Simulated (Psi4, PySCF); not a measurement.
Psi4 was given this input:
```
memory 2 GB

molecule {
-1 1
  C     1.11701280   -0.45538201    0.16584940
  C     0.08054857    0.68537464    0.06351505
  O    -1.26679294    0.00053142   -0.21741353
  H    -1.54067912   -0.29799928    0.65522787
  H     0.27418481    1.16455386   -0.94448532
  H     2.12245125   -0.01877928    0.23543440
  H     0.95379974   -1.03911597    1.08571755
  H     1.13921864   -1.19286638   -0.66877288
}

set basis def2-svp
set scf_type pk
set puream true
set d_convergence 1e-8
set dft_radial_points 99
set dft_spherical_points 590

energy('b3lyp5')
print_variables()
```

Task: Convert this to an input for PySCF.

Result: Several could match; the one computed here: 
```python
from pyscf import gto, scf, dft

mol = gto.Mole()
mol.atom = '''
    C     1.117013   -0.455382    0.165849
    C     0.080549    0.685375    0.063515
    O    -1.266793    0.000531   -0.217414
    H    -1.540679   -0.297999    0.655228
    H     0.274185    1.164554   -0.944485
    H     2.122451   -0.018779    0.235434
    H     0.953800   -1.039116    1.085718
    H     1.139219   -1.192866   -0.668773
'''
mol.basis = 'def2-svp'
mol.charge = -1
mol.spin = 0
mol.verbose = 4
mol.build()

mf = dft.RKS(mol)
mf.xc = 'b3lyp5'
mf.grids.atom_grid = (99, 590)
mf.grids.prune = None
mf.kernel()
```

Both were run: Psi4 gave -154.128398 Eh and PySCF -154.128398 Eh, 0.000 mEh apart.
